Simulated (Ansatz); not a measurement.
`FC(F)(F)C(Cl)Cl`, charge 0, multiplicity 1.

(1) Give a relaxed structure at PBE0-D4/def2-TZVP (Ansatz 0.2.0). (Best estimate.)

## Answers

(1) Ansatz gave: 
```xyz
8

F    -0.039    1.752    0.310
C    -0.097    0.460    0.630
F     0.832    0.229    1.557
F    -1.287    0.208    1.154
C     0.189   -0.392   -0.611
Cl   -0.977   -0.033   -1.875
Cl    0.202   -2.097   -0.186
H     1.178   -0.128   -0.979
```
Point group Cs.
